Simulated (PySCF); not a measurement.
A barrier at the coupled-cluster level

Start structure (SiH2OF2, closed shell), relaxed at PBE0-D4/def2-TZVP:

Si1  (-0.012, -0.881, -0.893)
F2  (1.438, -0.139, -1.008)
F3  (-0.981, 0.383, -1.253)
H4  (-0.670, 0.646, 1.083)
O5  (-0.049, -0.093, 1.129)
H6  (0.827, 0.297, 1.251)
(Å)

The step: SiF₂ + H₂O → SiH₂OF₂ ([OH][SiH]([F])[F]); bonds formed: Si1–H4, Si1–O5; bonds broken: H4–O5. Program: PySCF 2.14 with density fitting (its default auxiliary sets; JK sets also for MP2 and CCSD(T)). Basis: def2-TZVPP and def2-QZVPP. Cores are frozen in the correlated methods. Extrapolation: Hartree–Fock as exp(−7.88 √X), correlation as X^−2.97. Energies below are by CCSD(T) at an estimated basis limit (MP2 extrapolated from triple and quadruple zeta, plus CCSD(T) − MP2 in triple zeta).

(1) What are the electronic barrier and the energy of the step, from the start structure to the end structure? (An estimate is asked for; the value comes from the calculation.)

No T1 diagnostic of these runs exceeds 0.015. The restricted Hartree–Fock reference is unstable towards an unrestricted one at one or more of these structures.

Results:

(1) By the calculation: Barrier 1.345 eV; step energy -2.322 eV (downhill); reverse barrier, their difference, 3.667 eV. Barrier and step energy count from the start structure, the reverse barrier from the end structure.

The saddle point: One imaginary mode of 1493i cm⁻¹.
| pair | start (Å) | saddle (Å) | end (Å) |
| --- | --- | --- | --- |
| Si1–H4 | 2.58 | 1.63 | 1.46 |
| Si1–O5 | 2.17 | 1.82 | 1.61 |
| H4–O5 | 0.97 | 1.27 | 2.50 |

Zero-point energy (harmonic, PBE0-D4): ZPE is 0.812 eV at the start and 0.681 eV at the saddle, so the barrier goes from 1.345 to 1.214 eV.

Losses and insertions of silylenes and their heavier kin drive the gas-phase chemistry of silicon and germanium vapour deposition.

Labels in which every atom is bracketed show which atoms are joined, not bond orders.

For scale, one of the runs: CCSD(T)/def2-TZVPP, 163 basis functions, launched by `OMP_NUM_THREADS=4 python run.py`. The run took 2.8 min on 4 CPU threads of an Arm Neoverse V2 (shared host), with 1.6 GiB of host memory at its peak.
